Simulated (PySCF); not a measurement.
Si(Cl)2(H)(NHMe) (CH₅Cl₂NSi), SMILES CN[SiH](Cl)Cl. Atoms are numbered in the order given.

```xyz
10

Si     0.0542    -0.3101    -0.3128
Cl     1.4098     1.0069    -1.1238
Cl     0.7292    -0.8070     1.5828
N     -1.4613     0.4664    -0.3307
C     -2.7108    -0.1827    -0.0024
H      0.0101    -1.5751    -1.0799
H     -1.4665     1.4768    -0.2385
H     -2.9767    -0.1115     1.0679
H     -3.5416     0.2381    -0.5911
H     -2.6535    -1.2536    -0.2534
```

Geometry optimised at PBE0-D3(BJ)/def2-SVP. Other conformers were not sampled.

All values below come from PySCF with TDDFT-ωB97X/def2-SVPD.

Vertical excitations. The molecule is in vacuum.

Computed lowest excited states:
```
state  energy (eV)  λ (nm)      f                                                                 main pairs
-----  -----------  ------  -----  -------------------------------------------------------------------------
S1            6.86     181  0.003                                                             HOMO→LUMO 81 %
S2            7.46     166  0.009                       HOMO→LUMO+1 59 %, HOMO→LUMO+3 12 %, HOMO→LUMO+6 12 %
S3            7.87     158  0.057                                                           HOMO→LUMO+2 77 %
S4            8.34     149  0.027       HOMO→LUMO+5 36 %, HOMO→LUMO+3 22 %, HOMO−2→LUMO 9 %, HOMO→LUMO+7 7 %
S5            8.46     147  0.033      HOMO→LUMO+4 28 %, HOMO→LUMO+3 21 %, HOMO−2→LUMO 10 %, HOMO→LUMO+1 8 %
S6            8.48     146  0.033      HOMO−2→LUMO 23 %, HOMO−1→LUMO 20 %, HOMO→LUMO+5 14 %, HOMO→LUMO+4 7 %
S7            8.51     146  0.059  HOMO−1→LUMO+1 18 %, HOMO−1→LUMO 18 %, HOMO−1→LUMO+2 13 %, HOMO−2→LUMO 8 %
S8            8.68     143  0.079       HOMO→LUMO+4 25 %, HOMO→LUMO+3 11 %, HOMO−3→LUMO 8 %, HOMO→LUMO+8 6 %
S9            8.76     142  0.008                     HOMO−3→LUMO 20 %, HOMO−3→LUMO+1 18 %, HOMO→LUMO+4 16 %
S10           8.88     140  0.049  HOMO−1→LUMO+2 28 %, HOMO−1→LUMO 17 %, HOMO−3→LUMO 10 %, HOMO−1→LUMO+4 6 %
T1            6.68     185      0                                                             HOMO→LUMO 63 %
T2            7.20     172      0                         HOMO→LUMO+1 43 %, HOMO→LUMO 19 %, HOMO→LUMO+6 10 %
T3            7.38     168      0                                         HOMO→LUMO+2 59 %, HOMO→LUMO+3 18 %
T4            7.91     157      0  HOMO−1→LUMO 26 %, HOMO−1→LUMO+1 21 %, HOMO−2→LUMO 12 %, HOMO−1→LUMO+2 9 %
```
Triplets are in the Tamm–Dancoff approximation, which puts them higher than full response would, so one can lie above its singlet here.
